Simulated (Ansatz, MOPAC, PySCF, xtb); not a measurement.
Pair of molecules: AsH3 (SMILES [AsH3]) (first 4 atoms) with H2Se (SMILES [SeH2]); geometry from B3LYP-D3(BJ)/def2-TZVP, rigid monomers moved along the line of their centres of mass till As1···Se5 is 5.22 Å.
(charge 0, multiplicity 1):
| atom | x (Å) | y (Å) | z (Å) |
|---|---|---|---|
| As | -0.1887 | -0.1176 | -0.3551 |
| H | -0.1534 | -0.0902 | -1.8806 |
| H | 1.3100 | 0.1333 | -0.2509 |
| H | -0.5074 | 1.3694 | -0.2698 |
| Se | 0.0115 | -0.6908 | 4.8287 |
| H | -1.4323 | -0.7594 | 4.5665 |
| H | -0.2190 | -0.1819 | 6.1906 |

Interaction energies are E(AB) − E(A) − E(B) at the monomers' geometry in the complex; basis-set methods are counterpoise corrected. Rows marked so take none.

Cores are frozen in the correlated methods. Filled d and f shells under p-block atoms count as core. CBS(a, b) extrapolates the correlation energy as X⁻³ and adds the Hartree–Fock energy of set b. Rows in 3-21G, 6-31G* carry no dispersion term and start afresh at each structure (6-31G* with six Cartesian d functions); the Pople sets are all-electron and without relativity. The state reached by AM1, PM3 isn't checked.

Run with Ansatz (Gaussian basis) for Hartree–Fock, density functionals and correlated methods; MOPAC for AM1, PM3 (differences of heats of formation); PySCF for 3-21G rows, 6-31G* rows, the dispersion terms; xtb for the GFN methods. Values without a source in brackets are computed.

| level | interaction energy (kcal/mol) |
|---|---|
| AM1 | -0.09 |
| PM3 | 0.07 |
| GFN1-xTB | -0.31 |
| HF/3-21G (no counterpoise) | -0.23 |
| BP86/6-31G* (no counterpoise) | … |
| r2SCAN-D4/def2-TZVPPD | -0.36 |
| PBE0/def2-TZVPPD | -0.20 |
| SCS-MP2/aug-cc-pVTZ | -0.34 |
| MP2/CBS(aug-cc-pVDZ, aug-cc-pVTZ) + ΔCCSD(T)/aug-cc-pVDZ | -0.37 |

Task: Complete the blanks.

Result: 
- BP86/6-31G* (no counterpoise), interaction energy (kcal/mol): -0.01

Ansatz is a program for electronic structure.
